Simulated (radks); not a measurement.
Question: Spherical quantum dot in the effective-mass picture: electrons in a hard-walled sphere of radius 2.65, with a point charge +2 (a donor) at the centre, all in effective atomic units (hartree* = m*/eps^2 hartree, bohr* = eps/m* bohr), one dielectric constant everywhere. Method: non-relativistic Kohn-Sham, r2SCAN, spin-polarised, spherical densities, generalised Kohn-Sham scheme; computed with a radial shooting solver with Libxc functionals. Levels are named by radial order and angular momentum (1s, 1p, 1d, 2s, ...), and open shells are averaged over m. Results are scaled to m* = 0.431 and eps = 11.5, for which hartree* = 88.68 meV and bohr* = 1.412 nm. At N = 9 the configuration is 1s2 1p6 2s(up 1, down 0). Does electron 10 go into 1d down or 2s down or 1d up?

Answer: Into 2s down. The total energies of the other choices lie higher by 13.9 meV (1d up), 17.1 meV (1d down).
